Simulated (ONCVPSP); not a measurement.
## Building the ONCV potential for gold (Au) (PBE, scalar-relativistic).

gold (Au), optimised norm-conserving Vanderbilt (ONCV), made with ONCVPSP 4.0.1 (PBE, scalar-relativistic). Core [Kr] 4d10 4f14, reference 5s2 5p6 5d9 (charge +2). Waves: 5s: rc 1.60 bohr, ncon 4, nbas 8, qcut 4.5 1/bohr, 2 projectors, debl 3.2 Ha; 5p: rc 1.15 bohr, ncon 4, nbas 8, qcut 6.2 1/bohr, 2 projectors, debl 3.5 Ha; 5d: rc 1.15 bohr, ncon 3, nbas 7, qcut 9.2 1/bohr, local. Local part: the d channel. Core correction: none.

In the s channel the program set the typed energies aside and used -4.778, 0.050 Ha.

Poles of the logarithmic derivatives, all-electron (AE) and pseudo (PS). s: poles at -4.5 (AE) and -4.5 (PS) Ha. p: poles at 1.2 (AE) and 1.2 (PS) Ha. d: poles at no energy (AE) and 4.8 (PS) Ha. Test radii: s 1.62, p 1.17, d 1.17 bohr.

- Cutoffs needed: 141 Ha and 164 Ha (the cutoffs (Ha) at which the residual kinetic energy of the hardest occupied pseudo-wave falls to 1 and 0.1 mHa per electron)
- Ghost test: no bound ghost flagged; GHOST(+) flagged for s at 322.7 eV
- Largest excitation error: -17 meV (all-electron minus pseudo) for 5s2 5p6 5d7, out of 4 test configurations
